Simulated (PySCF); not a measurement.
Fill in the blanks.

TcO3Cl (singlet state).
SMILES: `[O]=[Tc](=[O])(=[O])[Cl]`

```json
{"property": "point group", "level": "PBE0-D3(BJ)/def2-SVP", "value": "?"}
{"property": "rotational constants A, B, C", "level": "PBE0-D3(BJ)/def2-SVP", "value": "?"}
{"property": "dipole moment", "level": "wB97X-D/def2-SVPD", "value": "?"}
{"property": "HOMO energy", "level": "wB97X-D/def2-SVPD", "value": "-12.17 eV"}
{"property": "LUMO energy", "level": "wB97X-D/def2-SVPD", "value": "-2.56 eV"}
{"property": "lowest singlet excitation", "level": "TDDFT wB97X-D/def2-SVPD", "value": "?"}
{"property": "strongest line among the 10 lowest singlet transitions", "level": "TDDFT wB97X-D/def2-SVPD", "value": "?"}
{"property": "lowest triplet excitation (Tamm–Dancoff)", "level": "TDA wB97X-D/def2-SVPD", "value": "?"}
{"property": "static isotropic polarisability", "level": "wB97X-D/def2-SVPD", "value": "58.9 au"}
{"property": "vertical electron affinity", "level": "ΔSCF wB97X-D/def2-SVPD", "value": "2.29 eV"}
```

The electronic properties come from PySCF, for the isolated species, density fitting. Isolated species at its PBE0-D3(BJ)/def2-SVP geometry, gas phase. Atoms past krypton carry effective core potentials; spin–orbit coupling is left out.

The point group?

C3v.

The strongest line among the 10 lowest singlet transitions?

S4 at 4.46 eV (278 nm, f = 0.013).

What are the rotational constants A, B, C?

4.288, 2.176, 2.176 GHz.

What is the lowest singlet excitation?

4.02 eV (308 nm, f = 0.000 summed over 2 states within 0.01 eV).

What is the lowest triplet excitation (Tamm–Dancoff)?

3.66 eV.

The dipole moment?

0.91 D.

No computed singlet falls in the visible range (750 to 380 nm, 1.65 to 3.26 eV); S1 lies 0.76 eV above its blue end. The polarisability is 8.73 Å³ as a volume (1 au = 0.148185 Å³). The vertical singlet–triplet gap S1 − T1 is 0.36 eV (TDDFT singlet less Tamm–Dancoff triplet). The rotational constants are those of a prolate symmetric top. The dipole equals about 3.0 × 10⁻³⁰ C·m (1 D = 3.33564 × 10⁻³⁰ C·m).
